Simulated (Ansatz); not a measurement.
Basis-set extrapolation for B$_{2}$FH$_{6}$NSi (PBE0-D4/def2-TZVP geometry, frozen core, Ansatz). Multiplicity 1, RHF reference.

|  | def2-TZVPP | def2-QZVPP |
| --- | --- | --- |
| HF | -495.801925 | -495.820820 |
| MP2 correlation | -0.799106 | -0.860777 |
| CCSD(T) correlation | -0.875306 | not run |

Energies in hartree. Use E(X) = E(∞) + A·exp(−7.88·√X) for Hartree–Fock and E(X) = E(∞) + B·X^(−2.97) for correlation, with X = 3 and 4, and add CCSD(T) minus MP2 of the smaller set to the MP2 limit.

What is the CCSD(T) energy at the basis-set limit?

HF limit: -495.820820 + (-0.018895) × 0.13774 = -495.82342. MP2 limit: -0.860777 + (-0.061671) × 0.74074 = -0.90646. Higher-order term: -0.875306 − (-0.799106) = -0.07620. Total: -496.80608 hartree, 338.3 kJ/mol below CCSD(T)/def2-TZVPP.
